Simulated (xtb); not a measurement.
C5H4F2O, SMILES C=C=C1CC(F)(F)O1. All values are semi-empirical tight-binding results from xtb (GFN2-xTB unless named), good for trends rather than for accurate numbers. Coordinates come from a GFN2-xTB optimisation. The structure was generated by enumeration, and PubChem lists no compound with its InChIKey, so it may never have been made.

Computed properties:
```
Quantity                                        Value
--------------------------------------  -------------
point group as xtb finds it                        Cs
orbital gap                                   4.46 eV
dipole moment                                  4.47 D
zero-point energy                       48.4 kcal/mol
G − E(el) at 298.15 K (modified RRHO)   28.4 kcal/mol
static polarisability (D4 model)           60.5 bohr³
solvation energy, GFN2-xTB/ALPB(water)  -4.3 kcal/mol
solvation energy, GFN2-xTB/ALPB(dmso)   -7.9 kcal/mol
```

Computed IR lines (harmonic; lines under 4 % of the strongest left out, lines within 3 cm⁻¹ merged):
ν (cm⁻¹): 389 (w), 865 (w), 882 (w), 964 (m), 1008 (w), 1042 (m), 1117 (vs), 1157 (m), 1238 (s), 1479 (w) (against the strongest line: vs over 80 %, s over 45 %, m over 15 %, w over 4 %, vw less)
